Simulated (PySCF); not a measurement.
Cards and structures have been mixed up. Pair them.

Structures:
1. `FC(F)Oc1ccccc1`
2. `ClC1=C[C@@H]2CC[C@H]1C2`
3. `CC[C@@H](C)[PH+](C)C`
4. `COC1=C(CC(F)(F)F)O[BH2-][O+]=C1`

Card P (geometry GFN2-xTB):
* Rotational constants A, B, C: 3.640, 1.307, 1.236 GHz
* Static isotropic polarisability (PBE0/def2-SVPD): 87.8 au
* Point group: C1
* HOMO energy (PBE0/def2-SVPD): -6.79 eV
* Isotropic shieldings of nuclei other than C and H, by class (GIAO PBE0/pcSseg-1): 762 (1 Cl) ppm

Card Q (geometry PBE0-D3(BJ)/def2-SVP):
* Rotational constants A, B, C: 1.161, 0.646, 0.483 GHz
* Static isotropic polarisability (B3LYP/def2-SVPD): 101.7 au
* Strongest line among the 10 lowest singlet transitions (TDDFT B3LYP/def2-SVPD): S8 at 6.51 eV (190 nm, f = 0.092)
* Lowest triplet excitation (Tamm–Dancoff) (TDA B3LYP/def2-SVPD): 2.12 eV
* Dipole moment (B3LYP/def2-SVPD): 4.57 D

Card R (geometry GFN2-xTB):
- Rotational constants A, B, C: 3.632, 0.761, 0.654 GHz
- Static isotropic polarisability (PBE0/def2-SVPD): 85.2 au
- HOMO energy (PBE0/def2-SVPD): -7.32 eV
- Dipole moment (PBE0/def2-SVPD): 2.93 D
- Point group: C1

Card S (geometry PBE0-D3(BJ)/def2-SVP):
- Rotational constants A, B, C: 2.705, 1.586, 1.164 GHz
- Static isotropic polarisability (B3LYP/def2-SVPD): 91.3 au
- Vertical ionisation energy (ΔSCF B3LYP/def2-SVPD): 15.19 eV
- 13C chemical shifts (computed TMS as zero) by class (GIAO PBE0/pcSseg-1): 32.4 (1 C), 25.0 (1 C), 13.7 (1 C), 7.8 (1 C), 3.5 (1 C), 3.4 (1 C) ppm
- Lowest singlet excitation (TDDFT B3LYP/def2-SVPD): 8.22 eV (151 nm, f = 0.005)
- Lowest triplet excitation (Tamm–Dancoff) (TDA B3LYP/def2-SVPD): 8.01 eV
- Isotropic shieldings of nuclei other than C and H, by class (GIAO PBE0/pcSseg-1): 329 (1 P) ppm

All species are isolated and taken at one optimised geometry, non-relativistic unless stated; the electronic structure was computed with PySCF and density fitting. NMR classes are plain means over equivalent atoms (diastereotopic ones count apart unless rotation or inversion swaps them), as if these changed places fast.

Problem. Which card belongs to which structure?

Solution. P = 2, Q = 4, R = 1, S = 3. What ties each card to its structure:
- 1 (card R), C7H6F2O, monoisotopic mass 144.0 u, 10 heavy atoms: an asymmetric top with C = 0.654 GHz; polarisability 85.2 au for 74 electrons; dipole 2.93 D.
- 2 (card P), C7H9Cl, monoisotopic mass 128.0 u, 8 heavy atoms: an asymmetric top with C = 1.236 GHz, the highest such constant on the cards; polarisability 87.8 au for 68 electrons.
- 3 (card S), [C6H16P]+, monoisotopic mass 119.1 u, 7 heavy atoms: 6 C in 6 classes; the least shielded carbon (32.4 ppm) is an sp3 carbon bound to phosphorus; an asymmetric top with C = 1.164 GHz; polarisability 91.3 au for 66 electrons.
- 4 (card Q), C6H8BF3O3, monoisotopic mass 196.1 u, 13 heavy atoms: an asymmetric top with C = 0.483 GHz, the lowest such constant on the cards; polarisability 101.7 au for 100 electrons; dipole 4.57 D.
